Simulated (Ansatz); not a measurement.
One change: `[F][Sc]([F])[F]` becomes `[CH3][Sc]([F])[F]`.

Ansatz, PBE0-D4/def2-TZVP geometries, multiplicity 1. 

Scalar relativity is left out up to krypton.

```csv
property,`[F][Sc]([F])[F]`
HOMO–LUMO gap (B3LYP/def2-TZVPP) / eV,7.88
HOMO–LUMO gap (PBE0/def2-TZVPP) / eV,8.60
LUMO energy (ωB97M-V/def2-TZVPP) / eV,-1.03
HOMO energy (PBE/def2-TZVPP) / eV,-9.22
LUMO energy (PBE/def2-TZVPP) / eV,-3.52
HOMO–LUMO gap (PBE/def2-TZVPP) / eV,5.69
```

Task: Give the same properties after the change, and the shifts. (An estimate is asked.)

Result: Computed: 
```csv
property,`[CH3][Sc]([F])[F]`,shift
HOMO–LUMO gap (B3LYP/def2-TZVPP) / eV,4.49,-3.39
HOMO–LUMO gap (PBE0/def2-TZVPP) / eV,5.15,-3.45
LUMO energy (ωB97M-V/def2-TZVPP) / eV,-0.72,0.31
HOMO energy (PBE/def2-TZVPP) / eV,-6.09,3.13
LUMO energy (PBE/def2-TZVPP) / eV,-3.26,0.26
HOMO–LUMO gap (PBE/def2-TZVPP) / eV,2.84,-2.85
```

With PBE0 the HOMO rises by 3.77 eV and the LUMO rises by 0.31 eV, so the gap narrows by about 3.46 eV. PBE moves the HOMO by 3.13 eV and ωB97M-V by 3.99 eV. The zero-point energy changes by 82.6 kJ/mol with +9 modes.

B3LYP here is the variant with VWN-RPA as its local correlation; programs differ in this.
